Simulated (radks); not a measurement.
The numbers below are computed, except where a source is named.
Ionisation of the rubidium ion Rb2+, [Ar] 3d10 4s2 4p5, to [Ar] 3d10 4s2 4p4 as the strength of local exchange is varied. Code: a radial shooting solver on a logarithmic mesh with Libxc functionals. Model: non-relativistic Kohn-Sham, Slater X-alpha exchange (alpha = 2/3 is LDA exchange), no correlation, spin-polarised, spherical densities, point nucleus; open shells are filled with parallel spins first (spin-orbit coupling, left out, can overturn this in heavy ions); relativity is left out, which matters for an element this heavy.

| alpha | E(Rb2+) (hartree) | exchange (hartree) | IE (eV) | -e of the level emptied (eV) | <r> of it (bohr) |
|---|---|---|---|---|---|
| 0.571 | -2918.73149 | -78.35890 | 36.220 | 30.233 (4p) | 1.680 |
| 0.6 | -2922.71371 | -82.44302 | 36.686 | 30.694 (4p) | 1.673 |
| 0.602 | -2922.98853 | -82.72505 | 36.719 | 30.726 (4p) | 1.672 |
| 0.667 | -2931.93331 | -91.91724 | 37.775 | 31.771 (4p) | 1.655 |
| 0.679 | -2933.58743 | -93.61978 | 37.971 | 31.966 (4p) | 1.652 |
| 0.863 | -2959.05861 | -119.94105 | 41.052 | 35.028 (4p) | 1.608 |
| 0.946 | -2970.61470 | -131.94656 | 42.482 | 36.454 (4p) | 1.588 |
| 1.001 | -2978.29506 | -139.94729 | 43.444 | 37.414 (4p) | 1.576 |

NIST Atomic Spectra Database: 39.247 eV (semi-empirical). The Delta-SCF value meets it near alpha = 0.76. Relativity is left out here, which matters for elements this heavy. Open shells are spherical and high-spin; term and fine-structure splittings are not resolved.
